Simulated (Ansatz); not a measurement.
`[OH][Al]1[CH2][CH]1[SiH3]`, relaxed with RKS PBE-D4/def2-SVP in Ansatz from a rough embedded geometry. The force threshold is 0.03 eV/Å; the program also tests the step.

Charge 0, multiplicity 1.

Start:

```xyz
12

O     0.410    3.096    0.722
Al    0.517    1.325    0.597
C     1.362   -0.413    0.244
C    -0.018   -0.577    0.615
Si   -1.271   -1.046   -0.696
H     0.063    3.456   -0.166
H     1.619   -0.646   -0.859
H     2.154   -0.742    0.948
H    -0.165   -0.988    1.697
H    -0.867   -0.359   -1.931
H    -1.211   -2.484   -0.864
H    -2.592   -0.622   -0.307
```

Q: By how much does the energy fall, and how many steps does the optimiser take? (Best estimate.)

A: Ansatz gave: 26.87 kcal/mol, in 25 steps, 1 of them rejected.

Q: Which bonds change most? (Estimate.)

A: The calculation gave: Al2–Si5 from 3.238 to 2.586 Å; Si5–H10 from 1.470 to 1.625 Å; C3–C4 from 1.439 to 1.565 Å; Si5–H11 from 1.448 to 1.514 Å.

Q: Give the relaxed structure. (An estimate is asked.)

A: Computed: 
```xyz
12

O     0.327    2.758   -0.153
Al    0.432    1.043   -0.130
C     1.478   -0.532    0.273
C     0.015   -0.651    0.817
Si   -1.228   -0.905   -0.499
H    -0.378    3.242    0.305
H     1.864   -1.307   -0.418
H     2.207   -0.352    1.089
H    -0.177   -1.005    1.845
H    -0.684    0.291   -1.454
H    -1.207   -2.007   -1.537
H    -2.649   -0.576   -0.140
```
